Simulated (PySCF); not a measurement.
**MB cations for M along the fourth-period p block**

PBE0 with triple-zeta basis sets in PySCF, for the lowest determinant that a PBE0 search found; no spin–orbit coupling. De refers to high-spin ground-configuration atoms (the charge goes to the atom of lower measured ionisation energy or higher electron affinity, which is not always the lowest computed limit). A positive dipole points towards B; it is taken about the centre of mass and depends on that origin.

```
 M               basis  charged atom  state (unpaired electrons)  Re (Å)  ωe (cm⁻¹)  De (eV)  μ (D)
Ga  cc-pVTZ-PP/cc-pVTZ           Ga+               doublet (σ ↑)   2.797        208     0.88   2.30
Ge         def2-TZVPPD           Ge+          triplet (σ ↑, π ↑)   2.179        470     2.57   1.82
As         def2-TZVPPD            B+         quartet (σ ↑, π ↑↑)   1.968        637     2.93   2.42
Br         def2-TZVPPD            B+               doublet (σ ↑)   1.749        955     3.78   3.20
```

The shortest bond is that of BBr⁺ (1.749 Å), the longest that of GaB⁺ (2.797 Å). BBr⁺ is bound most strongly (3.78 eV) and GaB⁺ least (0.88 eV).

The rows differ in basis set, which adds steps of its own.

The state changes along the series, so neighbouring rows are not always alike in their bonding.

Spin–orbit coupling is left out. For an ion De counts to the pair picked by the measured ionisation energies or electron affinities, which need not be the lowest pair at this level. States were picked by a PBE0 search and need not be the measured ground states.
